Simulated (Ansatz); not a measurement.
ClGeH₇N₂OSi, SMILES `[NH2][GeH2][O][SiH](N)Cl`. Charge 0, multiplicity 1. Correlated methods include outer-core shells of Ge, which these sets cover unevenly. Scalar relativity is left out up to krypton.

```json
{"atom": "N1", "x (Å)": "-1.129", "y (Å)": "-0.464", "z (Å)": "-2.604"}
{"atom": "Ge2", "x (Å)": "0.327", "y (Å)": "-0.202", "z (Å)": "-1.558"}
{"atom": "O3", "x (Å)": "-0.272", "y (Å)": "-0.054", "z (Å)": "0.118"}
{"atom": "Si4", "x (Å)": "0.377", "y (Å)": "-0.148", "z (Å)": "1.595"}
{"atom": "N5", "x (Å)": "-0.266", "y (Å)": "0.920", "z (Å)": "2.742"}
{"atom": "Cl6", "x (Å)": "2.391", "y (Å)": "0.290", "z (Å)": "1.392"}
{"atom": "H7", "x (Å)": "-1.393", "y (Å)": "0.265", "z (Å)": "-3.245"}
{"atom": "H8", "x (Å)": "-1.277", "y (Å)": "-1.376", "z (Å)": "-3.002"}
{"atom": "H9", "x (Å)": "1.256", "y (Å)": "-1.424", "z (Å)": "-1.598"}
{"atom": "H10", "x (Å)": "0.996", "y (Å)": "1.133", "z (Å)": "-1.906"}
{"atom": "H11", "x (Å)": "0.246", "y (Å)": "-1.516", "z (Å)": "2.137"}
{"atom": "H12", "x (Å)": "-1.076", "y (Å)": "0.657", "z (Å)": "3.279"}
{"atom": "H13", "x (Å)": "-0.181", "y (Å)": "1.919", "z (Å)": "2.651"}
```

(1) Give the diagnostics of a CCSD(T)/def2-TZVPP run (frozen core, the Gaussian-basis code of Ansatz). (An estimate is asked.)

## Answers

(1) Ansatz gave: T1 = 0.0110, largest single amplitude 0.016, largest double 0.025, (T) share of the correlation energy 3.7 %, 9 CCSD cycles. The RHF solution is stable towards an unrestricted one. T1 lies under the customary mark of 0.02 for closed shells.
